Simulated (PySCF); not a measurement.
Computed data sheet: [SiF5]- (`F[Si-](F)(F)(F)F`)

Compound: [SiF5]- (charge -1).
Structure used (PBE0-D3(BJ)/def2-SVP), in Å, numbered top down from 1:
```xyz
6
SiF5 angstrom
Si     0.0005   -0.0003    0.0004
F      0.0001   -0.0009    1.6758
F      0.0064    0.0016   -1.6750
F      1.6507    0.0069    0.0021
F     -0.8348    1.4223   -0.0001
F     -0.8230   -1.4296   -0.0032
```

**PBE0-D3(BJ)/def2-SVP geometry optimisation, gas phase (PySCF)**

| Item | Value |
| --- | --- |
| Point group | D3h |
| Rotational constants A, B, C | 3.258, 2.748, 2.739 GHz |

**PBE0/pcSseg-1 ground state and GIAO shieldings, non-relativistic (PySCF)**

| Quantity | Value |
| --- | --- |
| HOMO energy | -4.85 eV |
| LUMO energy | 7.17 eV |
| HOMO–LUMO gap | 12.02 eV |
| Lowest Hirshfeld atomic charge | -0.33 e on F3 |
| Highest Hirshfeld atomic charge | +0.49 e on Si1 |
| Isotropic shieldings of nuclei other than C and H, by class | 325 (F2/F3/F4/F5/F6), 484 (Si1) ppm |
| Mayer bond orders between heavy atoms | Si1–F2 0.78, Si1–F3 0.78, Si1–F4 0.84, Si1–F5 0.84, Si1–F6 0.84 |

Monoisotopic mass of the ion (most abundant isotopes, electron mass counted): 122.9695 u.

The rotational constants are those of a prolate symmetric top; the small spread among constants that symmetry makes equal is optimisation noise. With B = h/(8π²I), that is 505.379 GHz u Å² over I, the principal moments of inertia are 155.1, 183.9 and 184.5 u Å² (most abundant isotopes).

Geometry: PBE0-D3(BJ)/def2-SVP; no solvent or vibrations. The geometry's basis has no diffuse functions, a weakness for an anion. NMR classes are plain means over equivalent atoms (diastereotopic ones count apart unless rotation or inversion swaps them), as if these changed places fast; in this geometry the members of some classes differ. No diffuse functions stand in pcSseg-1, which bears on an anion's orbital energies.

For the geometry optimisation (PBE0-D3(BJ)/def2-SVP), on one thread, Arm Neoverse V1, no GPU, on a shared host, this took 16 s.
